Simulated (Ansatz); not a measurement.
Molecule: H2Se2 (charge +1, doublet). 
Structure (B3LYP-D3(BJ)/def2-TZVP (Ansatz, a first-principles code) minimum search):
```
Se
H 1 1.4812
Se 1 2.2961 2 91.77
H 3 1.4812 1 91.77 2 180.00
```
Charge +1, spin multiplicity 2.

Basis-set convergence of Hartree-Fock and CCSD(T) correlation energies (hartree) with Ansatz. Cores are frozen in the correlated levels unless marked. Open shells are spin-unrestricted. Spin-orbit coupling is left out. The frozen core is the preceding noble-gas configuration, with the filled d and f shells of earlier blocks. Non-relativistic.

```tsv
basis	functions	E(HF)	E(corr, CCSD(T))
def2-SVP	74	-4799.96571	-0.27403
def2-TZVPP	124	[?]	[?]
```

Task: Fill in the missing entries.

Result: 
- def2-TZVPP, E(HF): -4800.56726
- def2-TZVPP, E(corr, CCSD(T)): -0.34422
